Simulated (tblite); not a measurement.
C8H12Cl2.
Numbering: `[CH2:1]=[C:2]([CH3:3])[CH2:4]/[CH:5]=[C:6](\[CH3:7])[CH:8]([Cl:9])[Cl:10]` (hydrogens: H11, H12 on C1; H13, H14, H15 on C3; H16, H17 on C4; H18 on C5; H19, H20, H21 on C7; H22 on C8)

Structure used (GFN2-xTB), in Å, numbered top down from 1:
```
atom  x, y, z in Å
C1    -2.1836    1.0903    1.9949
C2    -1.6547    0.3867    1.0082
C3    -2.1698    0.4377   -0.3966
C4    -0.4577   -0.5118    1.2180
C5     0.7530    0.1224    0.6073
C6     1.4049   -0.2749   -0.4826
C7     1.0819   -1.4775   -1.3151
C8     2.5864    0.5167   -0.9403
Cl9    2.2875    1.2219   -2.5587
Cl10   4.0501   -0.5023   -1.0238
H11   -3.0300    1.7384    1.8411
H12   -1.7973    1.0460    2.9994
H13   -1.3760    0.7471   -1.0758
H14   -2.5097   -0.5489   -0.7111
H15   -2.9997    1.1337   -0.4834
H16   -0.2810   -0.6368    2.2879
H17   -0.6502   -1.4921    0.7828
H18    1.0821    1.0192    1.1170
H19    0.0527   -1.7929   -1.1820
H20    1.2444   -1.2512   -2.3666
H21    1.7388   -2.3038   -1.0451
H22    2.8175    1.3515   -0.2764
```

Level: GFN2-xTB in tblite, geometry and Hessian alike; calculated harmonic values, unscaled, isolated species. This tight-binding method is rough: wavenumbers can miss measured ones by several per cent, in bad cases by 10 to 20. One conformer, not necessarily the lowest. The optimisation stopped once no atom felt more than 0.01 eV/Å.

Lowest wavenumbers of the output (negative numbers stand for imaginary wavenumbers):
```
mode    cm-1
  1     -24.6
  2      28.5
  3      41.2
  4      52.7
  5      83.3
  6     155.9
  7     161.1
  8     197.1
  9     219.4
 10     275.3
 11     312.1
 12     345.4
 13     402.6
 14     443.3
 15     476.1
```

Is this structure a minimum?

Not by this Hessian. 1 mode is imaginary beyond 20i (25i cm⁻¹), so at this level the point lies at or near a first-order saddle. The curvature is small, so loose convergence or finite differences may be the whole cause.

Which atoms move in the imaginary mode?

25i: H20 (methyl hydrogen) 30 %, H21 (methyl hydrogen) 28 %, H19 (methyl hydrogen) 17 %. These are shares of the mass-weighted motion.

What is the remedy?

Step along that mode in both directions, optimise again with tighter thresholds and repeat the frequencies. The zero-point energy of this point (110.1 kcal/mol) counts the 59 real modes alone, and thermal corrections from it aren't those of a minimum.
